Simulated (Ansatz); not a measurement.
Cost and result for the atomization energy of CH8O2Si2 (`C[Si](O)(O)[SiH3]`) (13 atoms, 12 bonds).

Cartesian coordinates in Å:
```
C 0.9610 1.1663 0.9933
Si -0.3669 0.0790 0.2832
O -1.5942 1.1199 -0.0912
O -0.8568 -1.0807 1.3513
Si 0.3031 -1.1534 -1.5989
H 0.5849 1.7109 1.8646
H 1.2914 1.9034 0.2577
H 1.8264 0.5763 1.3033
H -2.3741 0.7440 -0.5027
H -1.1203 -0.7947 2.2285
H 1.3447 -2.1595 -1.2545
H 0.8619 -0.2442 -2.6387
H -0.8612 -1.8674 -2.1958
```

Total charge 0; spin multiplicity 1. The structure was optimised at the PBE0-D4/def2-TZVP level. It is one conformer, not always the lowest. Program: Ansatz. All runs use 4 threads of an Intel Xeon Platinum 8488C on a shared host. Times are those of one run each, without the atoms' runs, and a repeat can differ threefold. Electronic energies, without spin–orbit coupling; frozen cores. CCSD(T)/CBS adds CCSD(T) − MP2 in def2-TZVPP to the MP2 limit, and its time is that of the two runs behind it. T1 = 0.012.

CCSD(T)/CBS is a level of theory with its own doubt, some kJ/mol a heavy atom from the limit and from the frozen cores, so smaller differences don't rank the functionals.

| level | functions | wall time |
| --- | --- | --- |
| BLYP-D4/def2-TZVPP | 289 | 2 s |
| PBE-D4/def2-TZVPP (with forces) | 289 | 2.3 s |
| PBE0-D4/def2-TZVPP | 289 | 2.8 s |
| BHLYP-D4/def2-TZVPP | 289 | 3 s |
| r2SCAN-D4/def2-TZVPP (with forces) | 289 | 3.6 s |
| r2SCANh-D4/def2-TZVPP | 289 | 4.2 s |
| B2PLYP/def2-TZVPP | 289 | 5.5 s |
| PBE-QIDH/def2-TZVPP | 289 | 5.5 s |
| CCSD(T)/def2-SVP | 118 | 5.5 s |
| ωB97M-V/def2-TZVPP (with forces) | 289 | 9.5 s |
| MP2/def2-QZVPP | 551 | 22 s |
| CCSD(T)/def2-TZVPP | 289 | 2.5 min |
| CCSD(T)/CBS(def2) | – | 2.8 min |

(1) What atomization energy does each give, and how far from CCSD(T)/CBS? (Estimate.)

## Answers

(1) Ansatz gave: 
| level | atomization (kcal/mol) | difference from CCSD(T)/CBS | per bond |
| --- | --- | --- | --- |
| BLYP-D4/def2-TZVPP | 1113.3 | -12.2 | -1.0 |
| PBE-D4/def2-TZVPP (with forces) | 1125.9 | 0.4 | 0.0 |
| PBE0-D4/def2-TZVPP | 1110.9 | -14.6 | -1.2 |
| BHLYP-D4/def2-TZVPP | 1091.7 | -33.8 | -2.8 |
| r2SCAN-D4/def2-TZVPP (with forces) | 1122.0 | -3.5 | -0.3 |
| r2SCANh-D4/def2-TZVPP | 1115.6 | -9.9 | -0.8 |
| B2PLYP/def2-TZVPP | 1106.9 | -18.6 | -1.6 |
| PBE-QIDH/def2-TZVPP | 1107.7 | -17.8 | -1.5 |
| CCSD(T)/def2-SVP | 1041.8 | -83.7 | -7.0 |
| ωB97M-V/def2-TZVPP (with forces) | 1123.2 | -2.3 | -0.2 |
| MP2/def2-QZVPP | 1125.3 | -0.2 | 0.0 |
| CCSD(T)/def2-TZVPP | 1094.7 | -30.8 | -2.6 |
| CCSD(T)/CBS(def2) | 1125.5 | 0.0 | 0.0 |

The D4 term adds +10.8 kcal/mol with B3LYP and +5.7 kcal/mol with PBE0; it sums over pairs of atoms, weighted by their polarisabilities, and B3LYP, whose exchange is more repulsive, gets the larger term. Leaving LDA and LC-ωPBE aside and taking each functional with its dispersion term where it has one, the values spread over 34.2 kcal/mol, from BHLYP-D4 to PBE-D4. LDA lies +145.0 kcal/mol from PBE without D4, its usual overbinding. In def2-TZVPP, CCSD(T) changes the Hartree–Fock value by +268.4 kcal/mol (the triples alone add +13.5 kcal/mol) and MP2 by +280.7 kcal/mol; breaking electron pairs costs correlation energy, which Hartree–Fock lacks.

B3LYP here is the variant with VWN-RPA as its local correlation; programs differ in this.
